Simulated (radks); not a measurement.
Problem. The mean radii <r> (bohr) of the occupied orbitals of an atom or ion are listed with their occupations. All-electron calculation, scalar-relativistic Kohn-Sham, BLYP, spin-polarised, spherical densities, finite nucleus; Fermi nuclear charge, rms radius of each element as measured or else 0.836 A^(1/3) + 0.57 fm. Program: a radial shooting solver on a logarithmic mesh with Libxc functionals.

orbital  occ.      <r>
1s up       1  0.02971
1s down     1  0.02971
2s up       1   0.1285
2s down     1   0.1285
2p up       3   0.1122
2p down     3   0.1122
3s up       1   0.3487
3s down     1   0.3487
3p up       3   0.3472
3p down     3   0.3472
3d up       5   0.3244
3d down     5   0.3244
4s up       1   0.8476
4s down     1   0.8476
4p up       3   0.9216
4p down     3   0.9215
4d up       5    1.187
4d down     5    1.183
5s up       1    2.612
5s down     1    2.605
5p up       1    3.710

Name the element and its charge.

Solution. Z = 49, indium, charge 0: In in [Kr] 4d10 5s2 5p(up 1, down 0). The 1s radius gives Z: for a bare nucleus <r> = (2 gamma + 1)/(2Z) with gamma = sqrt(1 - (Z/c)^2), 0.02926 bohr for Z = 49, and screening makes it slightly larger (0.02971 here). The occupations add up to 49, and the charge is Z minus that.
